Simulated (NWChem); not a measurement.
System meant: C$_{2}$H$_{2}$F, doublet; SMILES C=[C]F

The following NWChem deck was run.

```
start job
memory heap 200 mb stack 900 mb global 1100 mb
geometry units angstroms noautoz
  C      0.131071     1.206561     0.000000
  C     -0.419632     0.009246     0.000000
  F      0.121562    -1.170726     0.000000
  H      1.222082     1.320755     0.000000
  H     -0.498726     2.096839     0.000000
end
basis spherical
  * library def2-svp
end
dft
  odft
  mult 3
  xc xpbe96 cpbe96
  iterations 150
  mulliken
end
task dft energy
```

End of the output:

```
 Summary of "ao basis" -> "" (spherical)
 ------------------------------------------------------------------------------
       Tag                 Description            Shells   Functions and Types
 ---------------- ------------------------------  ------  ---------------------
 *                          def2-svp                  on all atoms

  pbe96 is a nonlocal functional; adding pw91lda local functional.

                                 NWChem DFT Module
                                 -----------------

 Summary of "ao basis" -> "ao basis" (spherical)
 ------------------------------------------------------------------------------
       Tag                 Description            Shells   Functions and Types
 ---------------- ------------------------------  ------  ---------------------
 C                          def2-svp                 6       14   3s2p1d
 F                          def2-svp                 6       14   3s2p1d
 H                          def2-svp                 3        5   2s1p

 Summary of "ao basis" -> "ao basis" (spherical)
 ------------------------------------------------------------------------------
       Tag                 Description            Shells   Functions and Types
 ---------------- ------------------------------  ------  ---------------------
 C                          def2-svp                 6       14   3s2p1d
 F                          def2-svp                 6       14   3s2p1d
 H                          def2-svp                 3        5   2s1p

      Symmetry analysis of basis
      --------------------------

        a'         38
        a"         14

  number of electrons :                   23
  multiplicity        :                    3
 ------------------------------------------------------------------------
  no. of electrons and multiplicity not compatible                  23
 ------------------------------------------------------------------------
 ------------------------------------------------------------------------
  current input line :
    20: task dft energy
 ------------------------------------------------------------------------
 ------------------------------------------------------------------------
 There is an error in the input file
 ------------------------------------------------------------------------
 For more information see the NWChem manual at https://nwchemgit.github.io

0: no. of electrons and multiplicity not compatible:Received an Error in Communication
```

Task: Find the fault in this run and fix the input.

Result: The program refused the input. Cause: the multiplicity doesn't fit the number of electrons (an even count wants an odd multiplicity, and the reverse). This input runs:
```
start job
memory heap 200 mb stack 900 mb global 1100 mb
geometry units angstroms noautoz
  C      0.131071     1.206561     0.000000
  C     -0.419632     0.009246     0.000000
  F      0.121562    -1.170726     0.000000
  H      1.222082     1.320755     0.000000
  H     -0.498726     2.096839     0.000000
end
basis spherical
  C library def2-svp
  F library def2-svp
  H library def2-svp
end
dft
  odft
  mult 2
  xc xpbe96 cpbe96
  iterations 150
  mulliken
end
task dft energy
```
It converges to -176.80916 Ha (PBE/def2-SVP, spin-unrestricted).
